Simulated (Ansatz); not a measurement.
Geometry optimisation, Ansatz, RHF/def2-SVP.

Input file:

```yaml
crystal:
  periodic: [false, false, false]
  atoms:
    - { symbol: Sn, position_ang: [-0.329508, -0.124706, -0.640816] }
    - { symbol: Cl, position_ang: [-0.524252, 1.136926, 2.741424] }
    - { symbol: Cl, position_ang: [1.495713, -1.142484, 0.33709] }
    - { symbol: Cl, position_ang: [-0.027658, 2.147215, -0.916413] }
    - { symbol: Cl, position_ang: [-0.617457, -1.050544, -2.753692] }
    - { symbol: O, position_ang: [-1.984932, -0.491254, 0.305276] }
    - { symbol: Al, position_ang: [-3.442155, -1.386117, 0.35704] }
    - { symbol: H, position_ang: [-3.463204, -2.845543, -0.228906] }
    - { symbol: H, position_ang: [-4.675656, -0.677615, 1.031945] }
    - { symbol: H, position_ang: [-1.611391, 0.695923, 2.130952] }
basis:
  gaussian: { orbitals: def2-SVP }
hamiltonian:
  xc: hf
relax:
  f_tol: 0.03
  max_steps: 50
output:
  orbitals: {}
```

Run as:

```bash
$ ansatz run input.yaml --threads 4 --pin off --max-ram 5120MiB --backend cpu --events-out ev --progress --plain --runs-dir out
```

**Question.** Where does it end, and by what steps?

**Answer.** The forces met the threshold. The force dipped under the threshold on the way, but the program's further checks kept it going. After 45 steps the energy has fallen by 0.304 eV; H8 moved furthest, 2.18 Å.

| step | energy less start (eV) | largest force component (eV/Å) | accepted |
| --- | --- | --- | --- |
| 0 | 0.0000 | 1.226 | yes |
| 2 | -0.0596 | 0.564 | yes |
| 4 | -0.0832 | 0.198 | yes |
| 6 | -0.0949 | 0.268 | yes |
| 8 | -0.1022 | 0.044 | yes |
| 10 | -0.1028 | 0.024 | yes |
| 12 | -0.1053 | 0.147 | yes |
| 14 | -0.1088 | 0.252 | yes |
| 16 | -0.1111 | 0.147 | yes |
| 18 | -0.1192 | 0.296 | yes |
| 20 | -0.1264 | 0.112 | yes |
| 22 | -0.1340 | 0.624 | yes |
| 24 | -0.1860 | 0.380 | yes |
| 26 | -0.2315 | 0.334 | yes |
| 28 | -0.2704 | 0.219 | yes |
| 30 | -0.2749 | 0.204 | yes |
| 32 | -0.2898 | 0.138 | yes |
| 34 | -0.2960 | 0.021 | yes |
| 36 | -0.2959 | 0.149 | no |
| 38 | -0.2977 | 0.197 | yes |
| 40 | -0.3001 | 0.075 | yes |
| 42 | -0.3028 | 0.041 | yes |
| 44 | -0.3037 | 0.042 | yes |
| 45 | -0.3044 | 0.010 | yes |

```xyz
10
Properties=species:S:1:pos:R:3
Sn -0.212 -0.360 -1.052
Cl -2.382 0.811 2.712
Cl 1.586 -1.804 -0.879
Cl 0.374 1.675 -0.061
Cl -0.688 0.004 -3.284
O -1.717 -0.994 -0.102
Al -3.122 -1.314 0.824
H -3.055 -2.472 1.885
H -4.465 -0.647 0.349
H -1.498 1.363 1.972
```

Whether the end is a true minimum wasn't checked by a vibrational analysis.

Time of the run: 100 s on 4 threads of Arm Neoverse V2, on a shared host, peak memory 0.47 GiB.
